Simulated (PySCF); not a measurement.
Gallium: a sound run and one with changed settings

Sound run: Ga [Ar] 3d10 4s2 4p1, Ga⁺ [Ar] 3d10 4s2. Computed with PySCF 2.14 in pcseg-2, with the non-relativistic Hamiltonian (point nucleus). In the sound run the correlated levels freeze [Ar] 3d10. The sound run starts from symmetry-adapted Hartree-Fock orbitals and uses a fine grid where one is needed.

Changed run: the spin-free X2C one-electron Hamiltonian (Gaussian nucleus). This setting is unsound on purpose.

```tsv
species	method	sound run (hartree)	changed run (hartree)	converged
Ga	UHF	-1923.23240	-1938.37063	yes
Ga	PBE	-1924.56388	-1939.69681	yes
Ga	M06-L	-1924.77027	-1939.91160	yes
Ga	MP2	-1923.26608	-1938.40421	yes
Ga	CCSD(T)	-1923.28001	-1938.41789	yes
Ga⁺	UHF	-1923.02726	-1938.16605	yes
Ga⁺	PBE	-1924.34320	-1939.47663	yes
Ga⁺	M06-L	-1924.55649	-1939.69875	yes
Ga⁺	MP2	-1923.05337	-1938.19202	yes
Ga⁺	CCSD(T)	-1923.06409	-1938.20257	yes
```

Ionisation energy of Ga:

| method | sound run (eV) | changed run (eV) |
| --- | --- | --- |
| UHF | 5.582 | 5.567 |
| PBE | 6.005 | 5.992 |
| M06-L | 5.817 | 5.792 |
| MP2 | 5.788 | 5.774 |
| SCS-MP2 | 5.771 | 5.757 |
| CCSD | 5.852 | 5.837 |
| CCSD(T) | 5.875 | 5.859 |

Most of the change in total energy is the relativistic energy itself. On top of that the contraction fixes the core shape for the Hamiltonian it was made with, so the changed run is not a good calculation with the other Hamiltonian either.

For comparison, NIST gives 5.999 eV between the lowest levels.
